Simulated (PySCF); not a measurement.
## Correlation energy of K²⁺ (potassium, charge +2)

[Ne] 3s2 3p5, 2P determinant. Calculation: PySCF 2.14, in pcseg-2 (6s4p3d, 33 functions); the non-relativistic Hamiltonian (point nucleus). Frozen: [Ne] 3s2; 5 electrons correlated.

Total MP2 correlation energy: -81.13 mhartree.

Same-spin part -24.87 and opposite-spin part -56.26 mhartree; SCS-MP2 scales them by 1/3 and 6/5 to -75.80 mhartree.

```tsv
level	correlation energy (mhartree)
CCSD	-97.11
(T)	-0.36
CCSD(T)	-97.47
```

Diagnostics: T1 = 0.0020, D1 = 0.0033, largest double amplitude 0.025.

Cost of the coupled-cluster step: 0.26 s of wall time on 1 thread of Neoverse-V1 (shared host), for 5 correlated electrons.

Iterations:

```
CC2 = 0
CCSD nocc = (np.int64(3), np.int64(2)), nmo = (27, 27)
frozen orbitals [[0, 1, 2, 3, 4, 5], [0, 1, 2, 3, 4, 5]]
max_cycle = 100
direct = 0
conv_tol = 1e-08
conv_tol_normt = 1e-06
diis_space = 8
diis_start_cycle = 0
Init t2, MP2 energy = -0.0811307538269603
Init E_corr(UCCSD) = -0.0811307538324247
cycle = 1  E_corr(UCCSD) = -0.0942337911200021  dE = -0.0131030373  norm(t1,t2) = 0.0275301
cycle = 2  E_corr(UCCSD) = -0.0964722616308577  dE = -0.00223847051  norm(t1,t2) = 0.00650089
cycle = 3  E_corr(UCCSD) = -0.0971284444591056  dE = -0.000656182828  norm(t1,t2) = 0.00208189
cycle = 4  E_corr(UCCSD) = -0.0971126053671197  dE = 1.5839092e-05  norm(t1,t2) = 0.000262105
cycle = 5  E_corr(UCCSD) = -0.0971138534089836  dE = -1.24804186e-06  norm(t1,t2) = 2.76579e-05
cycle = 6  E_corr(UCCSD) = -0.0971136923734621  dE = 1.61035522e-07  norm(t1,t2) = 4.76024e-06
cycle = 7  E_corr(UCCSD) = -0.0971137097816243  dE = -1.74081622e-08  norm(t1,t2) = 7.67829e-07
cycle = 8  E_corr(UCCSD) = -0.0971137117924765  dE = -2.01085223e-09  norm(t1,t2) = 1.66122e-07
UCCSD converged
E(UCCSD) = -597.981821175479  E_corr = -0.09711371179247653
UCCSD(T) correction = -0.000355847902450936
```
